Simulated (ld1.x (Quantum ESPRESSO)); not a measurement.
**As (Z = 33), RRKJ: configuration errors across variants**

```
Element                 : arsenic
Generator               : ld1.x (Quantum ESPRESSO) 7.5
Type                    : norm-conserving RRKJ (Kleinman–Bylander form)
Functional              : PBE
Relativity              : scalar-relativistic
Frozen core             : [Ar] 3d10
Valence charge          : 5
Reference configuration : 4s1.5 4p3.5
Partial waves           : 4p (bound): rc 1.50 bohr; 4s (bound): rc 1.25 bohr
Local potential         : the s channel
Core correction         : Bessel-smoothed model core inside 0.65 bohr
```

All-electron excitation energies from the reference (eV): (1) 4s2 4p3 -4.679; (2) 4s2 4p2 4.470; (3) 4s2 4p1 22.388; (4) 4s2 4p3.3 -5.913; (5) 4s1 4p4 4.738; (6) 4s1 4p3 14.577; (7) 4s2 4p2.5 -1.124.

1 further variants failed, have other tests or too few solved ones, and are left out.

A true bound ghost makes a file unfit for plane-wave use even where its test errors are small: the radial tests pick states by their node count and pass the ghost by.

Errors AE − PS in meV (a dash: test not solved or not reliable):

```tsv
change	(1)	(2)	(3)	(4)	(5)	(6)	(7)	bound ghosts
base	-2.2	-3.6	-19	-2.7	-3.3	-14	-2.0	p
all radii but the core radius scaled by about 0.96 (s 1.20, p 1.44 bohr)	-2.5	-3.9	-21	-3.2	-3.7	-17	-2.1	p
all radii but the core radius scaled by about 1.04 (s 1.30, p 1.56 bohr)	-2.3	-3.8	-19	-2.6	-3.4	-13	-2.3	none
all radii but the core radius scaled by about 1.16 (s 1.46, p 1.74 bohr)	-2.4	-3.8	-17	-2.4	-3.3	-11	-2.5	none
all radii but the core radius scaled by about 1.24 (s 1.56, p 1.86 bohr)	-2.6	-4.0	-16	-2.7	-3.6	-11	-2.8	none
all radii but the core radius scaled by about 1.40 (s 1.74, p 2.10 bohr)	-3.0	-3.9	-13	-3.1	-4.1	-11	-3.1	none
```

Q: Give the same row for: all radii but the core radius scaled by about 0.84 (s 1.06, p 1.26 bohr).

A: -3.0, -6.3, -22, -3.4, -4.9, -18, -3.4; bound ghosts: p.
